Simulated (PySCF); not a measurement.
Two species compared at the same levels of theory.

First species: C₅H₅N₃.
Structure used (GFN2-xTB), in Å, numbered top down from 1:
```
atom  x, y, z in Å
C1    -2.1075    1.0480    0.3460
C2    -1.5026   -0.0381   -0.1222
C3    -0.0587   -0.2026   -0.1001
C4     0.5690   -1.3605   -0.5995
N5     1.8772   -1.4959   -0.5736
N6     2.6114   -0.5383   -0.0749
C7     2.0107    0.5397    0.3890
N8     0.7059    0.7641    0.4053
H9    -1.5298    1.8546    0.7650
H10   -3.1777    1.1590    0.3233
H11   -2.0598   -0.8616   -0.5481
H12    0.0102   -2.1825   -1.0233
H13    2.6474    1.3147    0.7950
```

Second species: C4H7N3OSi.
Atom-mapped SMILES: `[CH3:1][c:2]1[n:3][cH:4][n:5][n:6][c:7]1[O:8][SiH3:9]` (hydrogens: H10, H11, H12 on C1; H13 on C4; H14, H15, H16 on Si9)

Levels: wB97X-D/def2-SVPD for dipole moment, HOMO energy, LUMO energy, HOMO–LUMO gap, static isotropic polarisability and electronic spatial extent ⟨r²⟩ about the centre of nuclear charge; TDDFT wB97X-D/def2-SVPD for lowest singlet excitation; TDA wB97X-D/def2-SVPD for lowest triplet excitation (Tamm–Dancoff); GFN2-xTB for rotational constant A and rotational constant C. Geometries: GFN2-xTB. All species are isolated and taken at one optimised geometry, non-relativistic unless stated; the electronic structure was computed with PySCF and density fitting.

The conformers computed, where there is a choice (atom-mapped SMILES and torsion angles):
- `[CH2:1]=[CH:2][c:3]1[cH:4][n:5][n:6][cH:7][n:8]1`: C1–C2–C3–C4 180°
- `[CH3:1][c:2]1[n:3][cH:4][n:5][n:6][c:7]1[O:8][SiH3:9]`: N6–C7–O8–Si9 0°

Values for the first species:

- Dipole moment: 3.61 D
- HOMO energy: -8.82 eV
- LUMO energy: -0.81 eV
- HOMO–LUMO gap: 8.01 eV
- Lowest singlet excitation: 3.02 eV
- Lowest triplet excitation (Tamm–Dancoff): 2.40 eV
- Static isotropic polarisability: 79.5 au
- Electronic spatial extent ⟨r²⟩ about the centre of nuclear charge: 878 bohr²
- Rotational constant A: 5.808 GHz
- Rotational constant C: 1.297 GHz

(1) Estimate the same properties for the second species, and the change in each.

Answers

(1) 
```csv
property,first,second,second less first
dipole moment,3.61 D,2.49 D,-1.12 D
HOMO energy,-8.82 eV,-8.88 eV,-0.06 eV
LUMO energy,-0.81 eV,-0.12 eV,+0.69 eV
HOMO–LUMO gap,8.01 eV,8.76 eV,+0.75 eV
lowest singlet excitation,3.02 eV,3.49 eV,+0.47 eV
lowest triplet excitation (Tamm–Dancoff),2.40 eV,2.90 eV,+0.50 eV
static isotropic polarisability,79.5 au,94.6 au,+15.1 au
electronic spatial extent ⟨r²⟩ about the centre of nuclear charge,878 bohr²,1424 bohr²,+546 bohr²
rotational constant A,5.808 GHz,2.537 GHz,-3.271 GHz
rotational constant C,1.297 GHz,0.786 GHz,-0.511 GHz
```

On the first: In wavenumbers S1 is 24400 cm⁻¹ (1 eV = 8065.54 cm⁻¹). The dipole equals about 12.1 × 10⁻³⁰ C·m (1 D = 3.33564 × 10⁻³⁰ C·m).

On the second: The 8 singlets span 3.49 to 6.96 eV, and their oscillator strengths add up to 0.32. No computed singlet falls in the visible range (750 to 380 nm, 1.65 to 3.26 eV); S1 lies 0.23 eV above its blue end.
